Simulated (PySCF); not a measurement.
**Steps of a relaxation of Bi2N2**

Bi2N2 (singlet; a saddle point, relaxed within its symmetry). PySCF 2.14.0, RKS PBE0, Bi def2-SVP with ECP60, N def2-SVP; non-relativistic Hamiltonian with scalar-relativistic core potentials where named; density fitting; no spin-orbit coupling. Origin of the start: template. Columns: position (Å) and force (eV/Å). Energies are counted from the last step; some of the 5 steps are shown. Forces carry noise of the integration grid, about 0.01 to 0.03 eV/Å.

Run from Python with OMP_NUM_THREADS=2. Where DIIS fails, smearing, a level shift and second-order steps follow.
It took 12 s on 2 threads of Arm Neoverse V1 (shared host), from the converged density of the start.

```xyz
4
step 0  E = 0.642 eV
Bi    0.0000    0.0000    1.5425     0.00    0.00    0.97
Bi    0.0000    0.0000   -1.5425     0.00    0.00   -0.97
N     1.3191    0.0000    0.0000     3.94    0.00    0.00
N    -1.3191    0.0000    0.0000    -3.94    0.00    0.00
```

```xyz
4
step 1  E = 0.037 eV
Bi    0.0000    0.0000    1.5212     0.00    0.00    0.08
Bi    0.0000    0.0000   -1.5212     0.00    0.00   -0.08
N     1.4561    0.0000    0.0000     0.81    0.00    0.00
N    -1.4561    0.0000    0.0000    -0.81    0.00    0.00
```

```xyz
4
step 3  E = 0.000 eV
Bi    0.0000    0.0000    1.5091     0.00    0.00    0.00
Bi    0.0000    0.0000   -1.5091     0.00    0.00    0.00
N     1.5029    0.0000    0.0000     0.01    0.00    0.00
N    -1.5029    0.0000    0.0000    -0.01    0.00    0.00
```

Where does the relaxation end?

It converges at step 4 in D2h:
```xyz
4
step 4  E = 0
Bi    0.0000    0.0000    1.5089
Bi    0.0000    0.0000   -1.5089
N     1.5035    0.0000    0.0000
N    -1.5035    0.0000    0.0000
```

How did the contacts change?


| contact | start (Å) | end (Å) |
| --- | --- | --- |
| Bi1–N3 (N) | 2.030 | 2.130 |
| Bi1–N4 (N) | 2.030 | 2.130 |
